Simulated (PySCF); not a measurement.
Zn(OH)(GeH3), SMILES [GeH3][Zn][OH] (H4GeOZn) at its PBE0/def2-SVP optimised geometry (Å):

```
7

Zn    -0.3378    -0.0393     0.0000
O     -2.1126     0.0937     0.0000
H     -2.6116    -0.7283     0.0063
Ge     2.0348    -0.0393     0.0000
H      2.6116     1.2380    -0.6461
H      2.6139    -0.1237     1.4281
H      2.6070    -1.2380    -0.7867
```

Computed with PBE0/def2-TZVP in PySCF. Cells within 0.4 Å of a nucleus heavier than hydrogen are left out (blank, or x).

Map of the HOMO amplitude (bohr^(-3/2)) on the plane z = 0.0 Å; orbital energy -7.92 eV, overall sign arbitrary:

```
|55555555555555555555555555555|
|55555555555555555555555555555|
|55555555555555555555555555555|
|55555555555555555555555555555|
|55555555555555555555555555555|
|55555555555555555555555555555|
|55555555555555555555555555555|
|55555555555555555555555555555|
|55555555555555555555555555555|
|55555555555555555555566655555|
|55555555555554444445566665555|
|55555444455554443445566666555|
|55555432355554433334567666555|
|55555430x7765x422225567766555|
|5555543xxx86xxx3213xx67766555|
|5555544489864x632226x67766555|
|55555555777655433234567666555|
|55555555666554443344566666555|
|55555555565555444445566665555|
|55555555555555555555566655555|
|55555555555555555555555555555|
|55555555555555555555555555555|
|55555555555555555555555555555|
|55555555555555555555555555555|
|55555555555555555555555555555|
|55555555555555555555555555555|
|55555555555555555555555555555|
|55555555555555555555555555555|
|55555555555555555555555555555|
```
Scale: ten equal steps from -0.229 (start of '0') to 0.180 (end of '9'), in the order '0123456789'; x runs from -5.00 to 5.00, y from -5.00 (bottom) to 5.00 (top).
